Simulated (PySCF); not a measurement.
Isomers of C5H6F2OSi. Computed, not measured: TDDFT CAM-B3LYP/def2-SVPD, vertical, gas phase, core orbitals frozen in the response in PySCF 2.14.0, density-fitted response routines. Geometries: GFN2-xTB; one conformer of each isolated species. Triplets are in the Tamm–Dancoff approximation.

Task: Rank by computed HOMO–LUMO gap, lowest first.
A. `C#C/C=C(\O[SiH3])C(F)F`
B. `CC(=O)C1=C[SiH2]C1(F)F`
C. `C1[SiH2]C(OC(F)F)=CC=1`
D. `FCC1=C[Si@@H](F)C=CO1`
E. `C1(F)=C(C(=C[SiH2]1)F)OC`
F. `FCOC1=C(F)C=C[SiH2]1`

Result: F (7.21 eV), C (7.38 eV), E (7.51 eV), B (7.79 eV), A (7.97 eV), D (9.18 eV).

```tsv
SMILES	gap (eV)	α (au)	S1 (eV)	first f ≥ 0.01 (nm)	f (S1)	S1 mainly
FCOC1=C(F)C=C[SiH2]1	7.21	87.7	4.10	302	0.095	H→L (98%)
FC(F)OC1=CC=C[SiH2]1	7.38	87.3	4.21	294	0.085	H→L (98%)
COC1=C(F)[SiH2]C=C1F	7.51	86.8	4.36	284	0.033	H→L (98%)
CC(=O)C1=C[SiH2]C1(F)F	7.79	86.5	3.58	209	0.000	H→L (91%)
C#C/C=C(\O[SiH3])C(F)F	7.97	89.9	5.19	239	0.264	H→L (92%)
FCC1=C[Si@@H](F)C=CO1	9.18	83.5	5.95	209	0.038	H→L (96%)
```

H and L stand for HOMO and LUMO.

- `FCOC1=C(F)C=C[SiH2]1`: Löwdin shares by element: HOMO carbon 58% or more, oxygen 17% (atoms not listed hold the other 25%); LUMO carbon 69% or more (atoms not listed hold the other 31%).
- `FC(F)OC1=CC=C[SiH2]1`: Löwdin shares by element: HOMO carbon 79% or more (atoms not listed hold the other 21%); LUMO carbon 71% or more (atoms not listed hold the other 29%).
- `COC1=C(F)[SiH2]C=C1F`: Löwdin shares by element: HOMO carbon 60% or more, oxygen 12% (atoms not listed hold the other 28%); LUMO carbon 66% or more (atoms not listed hold the other 34%).
- `CC(=O)C1=C[SiH2]C1(F)F`: Löwdin shares by element: HOMO oxygen 52%, carbon 28% or more (atoms not listed hold the other 20%); LUMO carbon 64% or more, oxygen 17% (atoms not listed hold the other 19%).
- `C#C/C=C(\O[SiH3])C(F)F`: Löwdin shares by element: HOMO carbon 75% or more (atoms not listed hold the other 25%); LUMO carbon 70% or more (atoms not listed hold the other 30%).
- `FCC1=C[Si@@H](F)C=CO1`: Löwdin shares by element: HOMO carbon 53% or more, oxygen 20% (atoms not listed hold the other 27%); LUMO carbon 66% or more (atoms not listed hold the other 34%).
